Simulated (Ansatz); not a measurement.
## A geometry optimisation of CH6GeISi+ with PBE0-D3(BJ)/def2-SVP

The starting geometry of this gas-phase singlet is a saddle point at PBE0-D3(BJ)/def2-SVP, pushed by 0.25 Å along its imaginary mode; its bonds are those of `C[Si+]([GeH3])I`.

```yaml
atoms:
  - { symbol: C, position_ang: [-0.6120, -0.6338, 1.9372] }
  - { symbol: Ge, position_ang: [1.0733, 0.0711, -1.4122] }
  - { symbol: I, position_ang: [2.8718, -1.3567, 1.9435] }
  - { symbol: Si, position_ang: [0.8997, -0.6051, 0.8971] }
  - { symbol: H, position_ang: [-0.9198, -1.7200, 2.0867] }
  - { symbol: H, position_ang: [-0.3983, -0.1936, 2.9654] }
  - { symbol: H, position_ang: [-1.4512, -0.0785, 1.4486] }
  - { symbol: H, position_ang: [-0.3386, 0.4628, -1.8330] }
  - { symbol: H, position_ang: [2.0541, 1.2249, -1.3686] }
  - { symbol: H, position_ang: [1.6088, -1.1750, -2.1178] }
```

**Question.** Predict what becomes of its bonds when it is optimised with PBE0-D3(BJ)/def2-SVP.

**Answer.** It keeps its bonds, and is `C[Si+]([GeH3])I`.

The energy falls by 0.05 eV over 43 steps:

| step | E − E(last) (eV) |
| --- | --- |
| 1 | 0.048 |
| 6 | 0.003 |
| 10 | 0.002 |
| 15 | 0.001 |
| 20 | 0.000 |
| 24 | 0.000 |
| 29 | 0.000 |
| 34 | 0.000 |
| 38 | 0.000 |
| 43 | 0.000 |

Final geometry (Å):

```tsv
atom	x (Å)	y (Å)	z (Å)
C	-0.5967	-0.6354	1.9478
Ge	1.0432	-0.0251	-1.4102
I	2.9717	-1.0263	2.0321
Si	0.9376	-0.5594	0.9364
H	-1.2751	-1.3838	1.4983
H	-0.4094	-0.8869	3.0009
H	-1.1117	0.3404	1.8796
H	-0.4018	0.2182	-1.8459
H	1.9365	1.2163	-1.4582
H	1.6933	-1.2618	-2.0339
```

Frequencies at the end are all real (lowest 16 cm⁻¹). Atoms past krypton carry core potentials, without spin–orbit terms. Run with Ansatz 0.2.0, 3.5 min on 2 threads of Intel(R) Xeon(R) Processor @ 2.70GHz, with other jobs on the host.
